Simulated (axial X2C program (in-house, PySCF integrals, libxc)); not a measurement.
## Levels of GaB⁺ by electron attachment to GaB²⁺ (EOM-EA-CCSD)

Calculated with an in-house all-electron X2C program for linear molecules (integrals from PySCF): two-component X2C with atomic mean-field Coulomb and Gaunt terms, Gaussian nuclei, basis Ga dyall-acv3z, B dyall-av3z with contracted cores.

R = 2.680 Å (0.960 times 2.792 Å, the PBE0 minimum at charge 1 for the lowest determinant).

Levels of GaB⁺ obtained by attaching an electron to GaB²⁺:

```json
{"Ω": "1/2", "binding energy (eV)": "13.660", "above lowest (cm⁻¹)": "0", "attached spinor": "63% B pσ, 24% Ga pσ, 7% Ga sσ", "one-particle weight": "0.94"}
{"Ω": "1/2", "binding energy (eV)": "13.105", "above lowest (cm⁻¹)": "4478", "attached spinor": "82% B pπ, 11% Ga pπ", "one-particle weight": "0.93"}
{"Ω": "3/2", "binding energy (eV)": "13.097", "above lowest (cm⁻¹)": "4541", "attached spinor": "82% B pπ, 11% Ga pπ", "one-particle weight": "0.93"}
{"Ω": "1/2", "binding energy (eV)": "10.520", "above lowest (cm⁻¹)": "25329", "attached spinor": "75% Ga pπ, 11% B pπ, 10% B dπ", "one-particle weight": "0.92"}
{"Ω": "3/2", "binding energy (eV)": "10.449", "above lowest (cm⁻¹)": "25900", "attached spinor": "75% Ga pπ, 11% B pπ, 10% B dπ", "one-particle weight": "0.92"}
```

Task: What is the splitting of the first π pair in the table, and is it regular or inverted?

Result: E(3/2) − E(1/2) = 4541 − 4478 = 63 cm⁻¹ at EOM-EA-CCSD: regular, Ω = 1/2 lower. Splittings at this level can be off by ten to twenty per cent.

This point took 30 s on 1 thread of Intel(R) Xeon(R) Processor @ 2.30GHz, with other jobs on the host.

Reference electrons by ω block (each with its −ω partner): 1/2: 12, 3/2: 4, 5/2: 1. 14 electrons of GaB²⁺ correlated (inner shells frozen), 92 natural virtual spinors (a truncated set); levels can be off by some tenths of an eV. Roots sought by Ω: (1/2: 5, 3/2: 4, 5/2: 2, 7/2: 1); the list ends where they run out and leaves out roots under 60 % one-particle weight. The solver can skip a root, and states that need a further excitation, which the method places far too high, are missing though they may lie low or lowest. T1 of the reference 0.010 (Lee–Taylor). The reference was not checked to be the lowest state of its species. Number of frozen shells: Ga 3 s, 2 p; B 1 s.
